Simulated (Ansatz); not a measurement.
Reaction (SMILES): C[SiH-]O[SiH2]C -> [CH2-][SiH](C)O[SiH3]
Each molecule is optimised on its own at B3LYP-D3(BJ)/def2-TZVP (Ansatz, a program for electronic structure), one conformer each, not searched for the lowest. Frequencies are from Ansatz.

Quantity: isomerisation energy (enthalpy at 298 K, with B3LYP-D3(BJ) rigid-rotor harmonic-oscillator terms), in eV. Correlated levels leave the core frozen unless marked. Spin-orbit coupling is left out. Non-relativistic. Anions need diffuse functions: aug- sets have them; def2-D sets add few; the other sets have none. Basis-set limits of correlation are two-point, X^-3; Hartree-Fock from the larger set. The bracket is a focal-point correction in the basis named.

| level | program | isomerisation energy (eV) |
|---|---|---|
| HF/6-31G | Ansatz | 1.14 |
| HF/cc-pV(T+d)Z | Ansatz | 0.18 |
| wB97M-V/def2-TZVPD | Ansatz | 0.11 |
| B2GP-PLYP/def2-TZVPD | Ansatz | 0.07 |
| RPA@PBE/cc-pV(T+d)Z | Ansatz | 0.22 |
| MP2/cc-pwCVTZ | Ansatz | 0.02 |
| SCS-MP2/cc-pVTZ | Ansatz | 0.15 |
| CCSD/6-31G | Ansatz | 1.09 |
| CCSD(T)/cc-pV(T+d)Z | Ansatz | 0.15 |
| RI-MP2/CBS(aug-cc-pV(T+d)Z,aug-cc-pV(Q+d)Z)+[CCSD(T)-MP2]/aug-cc-pV(T+d)Z | Ansatz | 0.07 |
